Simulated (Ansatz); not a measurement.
Geometry optimisation, Ansatz, RKS PBE0/def2-SVP.

The input (input.yaml):

```yaml
crystal:
  periodic: [false, false, false]
  atoms:
    - { symbol: "N", position_ang: [-1.9561, -1.0075, 0.8289] }
    - { symbol: B, position_ang: [-0.5329, -1.0528, 0.4561] }
    - { symbol: C, position_ang: [0.3198, 0.2714, 0.3564] }
    - { symbol: "N", position_ang: [1.77, -0.0111, -0.0383] }
    - { symbol: Si, position_ang: [0.7016, 0.812, -1.3548] }
    - { symbol: H, position_ang: [-2.4563, -0.3159, 0.1161] }
    - { symbol: H, position_ang: [-2.0416, -0.4872, 1.7502] }
    - { symbol: H, position_ang: [-0.0072, -2.0886, 0.229] }
    - { symbol: H, position_ang: [0.2903, 1.0546, 1.2143] }
    - { symbol: H, position_ang: [2.3301, 0.7095, 0.3903] }
    - { symbol: H, position_ang: [0.4281, -0.1324, -2.4062] }
    - { symbol: H, position_ang: [1.2312, 2.1928, -1.508] }
basis:
  gaussian: { orbitals: def2-SVP }
hamiltonian:
  xc: pbe0
relax:
  f_tol: 0.015
  max_steps: 40
```

Command:

```bash
$ ansatz run input.yaml --threads 2 --pin off --max-ram 3072MiB --backend cpu --events-out ev --progress --plain --runs-dir out
```

Q: Where does it end, and by what steps?

A: The forces met the threshold. After 18 steps the energy has fallen by 1.934 eV; H6 moved furthest, 1.46 Å.

| step | energy less start (eV) | largest force component (eV/Å) | accepted |
| --- | --- | --- | --- |
| 0 | 0.0000 | 2.069 | yes |
| 1 | -0.5901 | 1.369 | yes |
| 2 | -0.7945 | 0.771 | yes |
| 3 | -0.9927 | 1.015 | yes |
| 4 | -1.1864 | 1.313 | yes |
| 5 | -1.4666 | 1.136 | yes |
| 6 | -1.6664 | 0.770 | yes |
| 7 | -1.7908 | 0.575 | yes |
| 8 | -1.8616 | 0.518 | yes |
| 9 | -1.9078 | 0.406 | yes |
| 10 | -1.8850 | 0.391 | no |
| 11 | -1.9269 | 0.184 | yes |
| 12 | -1.9323 | 0.116 | yes |
| 13 | -1.9339 | 0.058 | yes |
| 14 | -1.9341 | 0.042 | yes |
| 15 | -1.9344 | 0.018 | yes |
| 16 | -1.9341 | 0.077 | no |
| 17 | -1.9345 | 0.020 | yes |
| 18 | -1.9345 | 0.007 | yes |

```xyz
12
Properties=species:S:1:pos:R:3
N -1.912 -0.771 0.969
B -0.651 -0.906 0.378
C 0.367 0.269 0.338
N 1.784 -0.022 -0.040
Si 1.001 0.836 -1.327
H -2.603 -1.508 0.952
H -2.224 0.067 1.441
H -0.379 -1.959 -0.158
H 0.210 1.125 1.020
H 2.490 0.398 0.559
H 0.793 0.115 -2.605
H 1.201 2.301 -1.493
```

Run time: 33 s on 2 threads of Intel(R) Xeon(R) 6975P-C (Granite Rapids) (shared host), peak memory 0.26 GiB.
